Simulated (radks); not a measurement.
The chromium ion Cr6+, 18 electrons, occupied as [Ar]. Calculated with a radial shooting solver on a logarithmic mesh with Libxc functionals: non-relativistic Kohn-Sham, exchange-only LDA, spin-polarised, spherical densities, point nucleus.

X-ray form factor f0, the Fourier transform of the density (f0(0) = 18):

sin(theta)/lambda (1/angstrom),f0 (electrons)
0.05,17.859
0.1,17.446
0.15,16.797
0.2,15.960
0.25,14.997
0.3,13.968
0.4,11.932
0.5,10.171
0.6,8.812
0.8,7.125
1,6.158
1.25,5.182
1.5,4.243
2,2.733
